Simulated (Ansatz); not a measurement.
`CO[SiH](C)F` + HCl → `CO[SiH](C)Cl` + H–F at 700 K and 1 bar (ligand exchange at the Si–F bond).

Calculated with Ansatz (gas phase, PBE0-D4/def2-TZVP geometries, no zero-point term in ΔE). CCSD(T)/CBS is the MP2 limit (def2-TZVPP, def2-QZVPP) plus CCSD(T) − MP2 in def2-TZVPP, frozen cores. This one scheme is used for every species. Each species was taken in one conformer, which may not be the lowest.

```
       species  CCSD(T)/CBS energy (Eh)  H − E (kJ/mol)  S (J/(mol·K))
 `CO[SiH](C)F`               -544.48370           322.4          481.1
           HCl               -460.38127            38.4          211.8
`CO[SiH](C)Cl`               -904.45266           321.3          492.9
           H–F               -100.39570            45.2          198.5
```

H − E and S are ideal-gas, rigid-rotor, harmonic terms from PBE0-D4/def2-TZVP, for one conformer and one mirror image of each species. 1 Eh = 2625.50 kJ/mol, R = 8.31446 J/(mol·K).

Task: By hand: ΔE, ΔH, ΔS and ΔG.

Result: ΔE = (-904.45266) + (-100.39570) − (-544.48370) − (-460.38127) = 0.01661 Eh = 43.6 kJ/mol. Δ(H − E) = 321.3 + 45.2 − 322.4 − 38.4 = 5.7, so ΔH = 49.3 kJ/mol. ΔS = 492.9 + 198.5 − 481.1 − 211.8 = -1.5 J/(mol·K). ΔG = 49.3 − 700 × (-1.5)/1000 = 50.3 kJ/mol.

Task: By hand: the equilibrium constant, and the temperature at which ΔG would vanish if ΔH and ΔS stayed fixed.

Result: log₁₀ K = −ΔG/(RT ln 10) = -3.8. ΔH and −TΔS have one sign here, so there is no such temperature. One of them is within its doubt of zero, so this could turn.

The number of gas molecules stays the same, so ΔS is small and ΔH decides. A doubt of 5 kJ/mol in ΔE shifts log₁₀ K by 0.4 here. Other conformers and mirror images would add mixing entropy, several J/(mol·K) or more a flexible species. These are equilibria of isolated gas molecules and say nothing of rates. Largest T1 diagnostic: 0.011 (customary marks: 0.02 for closed shells, 0.045 for open ones).
